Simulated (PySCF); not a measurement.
The dipole of CF2Cl-CCl3, `ClC(C(Cl)(Cl)Cl)(F)F` from its density and from atomic charges.

Coordinates (PBE0-D3(BJ)/def2-SVP, Å) and charges (e) from the PBE0/pcSseg-1 density (PySCF):

| atom | x | y | z | Mulliken | IAO | Hirshfeld | ESP-fitted |
| --- | --- | --- | --- | --- | --- | --- | --- |
| F1 | 1.225 | -0.536 | -1.169 | -0.2211 | -0.2487 | -0.0706 | +0.0506 |
| C2 | 0.802 | -0.084 | 0.003 | +0.5930 | +0.5460 | +0.1804 | -0.1049 |
| F3 | 1.388 | 1.082 | 0.239 | -0.2213 | -0.2488 | -0.0708 | +0.0490 |
| Cl4 | 1.248 | -1.227 | 1.269 | -0.0167 | -0.0289 | -0.0393 | +0.0830 |
| C5 | -0.747 | 0.127 | -0.063 | -0.4068 | -0.0327 | +0.0609 | -0.6018 |
| Cl6 | -1.073 | 1.278 | -1.368 | +0.0888 | +0.0022 | -0.0225 | +0.1786 |
| Cl7 | -1.529 | -1.415 | -0.413 | +0.0918 | +0.0052 | -0.0192 | +0.1722 |
| Cl8 | -1.312 | 0.780 | 1.473 | +0.0922 | +0.0057 | -0.0190 | +0.1732 |

Problem. What dipole does each set of charges give (1 e·Å = 4.803 D), and what does the density give?

Solution. The full density gives (-0.40, -0.15, 0.22) D, 0.47 D in size; dipole vectors point from the negative to the positive end.

```tsv
scheme	μx	μy	μz	size (D)	share of the full size (%)	angle to the full dipole (°)
Mulliken	-0.85	-0.70	0.90	1.42	300	20
IAO	-1.16	-0.72	0.97	1.68	353	13
Hirshfeld	-0.27	-0.07	0.11	0.30	63	8
ESP-fitted	-0.40	-0.11	0.17	0.45	94	6
```

Problem. Which set comes closest?

Solution. Length of the difference vector: ESP-fitted 0.06 D, Hirshfeld 0.18 D, Mulliken 0.99 D, IAO 1.22 D. Closest: ESP-fitted. 

Problem. What is left for the Hirshfeld atoms' own dipoles?

Solution. The Hirshfeld atoms' densities add up to the full density, so μ = Σ q r + Σ (atomic dipoles). The atomic dipoles sum to (-0.40, -0.15, 0.22) − (-0.27, -0.07, 0.11) = (-0.13, -0.08, 0.11) D, 0.18 D in size.

Problem. With the origin at the mean of the coordinates, (0.000, 0.001, -0.004) Å, which are the largest single terms, by size, of the Mulliken dipole along the direction of the full one?

Solution. C2 -1.82, F1 +1.47, F3 +1.47, C5 -1.09, Cl8 +0.68 D; all 8 atoms together +1.34 D. The single terms depend on the origin, their sum doesn't.

Problem. Give the size of the full dipole in other units.

Solution. 0.47 D = 0.187 au = 0.099 e·Å = 1.58 × 10⁻³⁰ C·m.

Isolated species at its PBE0-D3(BJ)/def2-SVP geometry, gas phase.

These values come from a run that also computed NMR shieldings. Hardware: one thread of an x86-64 server, no GPU, shared host. Cost: 19 s of wall time.

Shape of the structure used: `[F:1][C:2]([F:3])([Cl:4])[C:5]([Cl:6])([Cl:7])[Cl:8]`: F1–C2–C5–Cl6 -59°.
